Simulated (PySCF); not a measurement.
Compound: C7H10O.
SMILES with atom numbers: `[CH2:1]=[CH:2][C@H:3]1[CH:4]=[CH:5][O:6][CH2:7][CH2:8]1` (hydrogens: H9, H10 on C1; H11 on C2; H12 on C3; H13 on C4; H14 on C5; H15, H16 on C7; H17, H18 on C8)

Structure used (GFN2-xTB), in Å, numbered top down from 1:
```
atom  x, y, z in Å
C1     2.7102   -0.0093    0.9952
C2     1.4209   -0.2882    0.9983
C3     0.4733    0.0375   -0.1186
C4    -0.1597   -1.2294   -0.6366
C5    -1.4531   -1.3121   -0.9178
O6    -2.3491   -0.2938   -0.8560
C7    -1.7729    0.9839   -0.6613
C8    -0.6513    0.9592    0.3721
H9     3.3515   -0.2720    1.8195
H10    3.1825    0.4928    0.1663
H11    0.9729   -0.7985    1.8413
H12    1.0312    0.5322   -0.9240
H13    0.4709   -2.0965   -0.7385
H14   -1.9311   -2.2268   -1.2389
H15   -1.3830    1.3491   -1.6220
H16   -2.5922    1.6333   -0.3427
H17   -0.2812    1.9708    0.5384
H18   -1.0484    0.5740    1.3136
```

The closed-shell SCF was solved with PySCF and density fitting under several settings on one GFN2-xTB geometry (grid level 2 and gas phase unless stated).

```json
{"settings": "PBE0/pcSseg-1", "basis functions": "186", "SCF cycles": "14", "E (Eh)": "-347.4850", "HOMO (eV)": "-6.43", "LUMO (eV)": "0.26", "dipole (D)": "1.02"}
{"settings": "PBE0/def2-SVPD", "basis functions": "243", "SCF cycles": "14", "E (Eh)": "-347.2954", "HOMO (eV)": "-6.47", "LUMO (eV)": "0.14", "dipole (D)": "1.03"}
```

Q: Estimate the row for these settings: BP86/def2-SVPD, IEF-PCM cyclohexane.

A: 
| settings | basis functions | SCF cycles | E (Eh) | HOMO (eV) | LUMO (eV) | dipole (D) |
| --- | --- | --- | --- | --- | --- | --- |
| BP86/def2-SVPD, IEF-PCM cyclohexane | 243 | 17 | -347.6971 | -5.37 | -0.90 | 1.12 |

Q: Over all rows, what range does the HOMO–LUMO gap span?

A: From 4.47 eV (BP86/def2-SVPD, IEF-PCM cyclohexane) to 6.69 eV (PBE0/pcSseg-1). The functional of the narrowest has no exact exchange, that of the widest 25 % exact exchange.

Q: And the dipole moment?

A: From 1.02 D (PBE0/pcSseg-1) to 1.12 D (BP86/def2-SVPD, IEF-PCM cyclohexane); the largest is 1.10 times the smallest, and the median is 1.03 D.

Q: Compare two rows with the functional PBE0: PBE0/pcSseg-1 and PBE0/def2-SVPD. Which energy is lower, and by how much?

A: PBE0/pcSseg-1 (186 functions) lies 0.1896 Eh or 119 kcal/mol below PBE0/def2-SVPD (243 functions). The smaller set gives the lower energy; the two sets aren't nested, so the variational bound doesn't order them by size.

Whole jobs, the steps after the SCF included, on one thread of an Arm Neoverse V2, on a shared host:

```
                           settings                                                 work after the SCF  wall time  peak memory
                      PBE0/pcSseg-1    shieldings, ring-centre shieldings, charges and field gradients       29 s     0.83 GiB
                     PBE0/def2-SVPD  6 singlets by full TDDFT, 2 Tamm–Dancoff triplets, polarisability       56 s     0.93 GiB
BP86/def2-SVPD, IEF-PCM cyclohexane         6 singlets by TDA, 5 Tamm–Dancoff triplets, polarisability       39 s     0.87 GiB
```

Cycle counts include a coarse-grid stage where the run had one. The species at its GFN2-xTB geometry (one conformer only).
